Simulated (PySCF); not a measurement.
This script is equivalent to a calculation on Li (lithium, neutral).

```python
from pyscf import gto, scf, dft, mp, cc
import basis_set_exchange as bse
mol = gto.M(atom="Li 0 0 0", charge=0, spin=1, symmetry="D2h",
            basis=gto.basis.parse(bse.get_basis("cc-pVDZ", elements=["Li"], fmt="nwchem", header=False)))
mf = scf.UHF(mol)
mf.irrep_nelec = {'Ag': (2, 1)}
mf.kernel()
```

Q: What total energy does it give?

A: -7.43242 hartree (calculated).

Q: Which occupied shell lies highest, and where?

A: 2s α, at -5.342 eV.

Q: What is ⟨S²⟩, and what would a pure spin state give?

A: 0.750, against 0.75.
